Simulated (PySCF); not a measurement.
## Dipole response of Au⁺ (gold, charge +1)

[Xe] 4f14 5d10, closed-shell 1S. Calculation: PySCF 2.14, in aug-cc-pVTZ-PP with one added diffuse shell each of s, p, d, f, g type with ECP60MDF (7s7p6d4f3g, 113 functions); a scalar-relativistic core potential. Coupled (time-dependent) response in atomic units; α is the mean over directions.

| method | mean α (bohr³) | C₆ (like pair) | S(−4) |
| --- | --- | --- | --- |
| wB97X-V | 13.69 | 101.3 | 52.60 |

S(−4) is the Cauchy moment in α(ω) = α(0) + S(−4) ω² + …

α(iu) at wB97X-V:

```
u (hartree)  α(iu) (bohr³)
          0          13.69
     0.0500          13.57
      0.100          13.20
      0.200          12.03
      0.300          10.70
      0.500          8.424
      0.750          6.446
       1.00          5.090
       1.50          3.394
       2.00          2.412
       3.00          1.382
       5.00         0.6116
```

A single London oscillator, α(iu) = α/(1 + u²/ω²), gives C₆ = (3/4) ω α². Matching the computed C₆ needs ω = 4 × 101.3 / (3 × 13.69²) = 0.721 hartree.

For an ion, C₆ is the dispersion term alone; charge-induced terms of lower order in 1/R come first.

Energies and moments cover only the electrons outside the core potential. Spin-orbit coupling, which splits the p, d and f shells strongly at this Z, is absent.
